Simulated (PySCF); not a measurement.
Harmonic spectrum computed at PBE0 in the def2-TZVP basis family (core potentials from Rb on, PySCF, no spin–orbit coupling):

| ω (cm⁻¹) | IR (km/mol) |
| --- | --- |
| 507 | 127 |
| 1510 | 630 |
| 1511 | 610 |

Which molecule gave it? In each, all ligands are bound to the one heavy central atom.
A. CaH₂ (singlet)
B. VH₂ (quartet)
C. ScH₂ (doublet)
D. SrH₂ (singlet)

C. It has C2v symmetry with Sc–H 1.822 Å (×2).
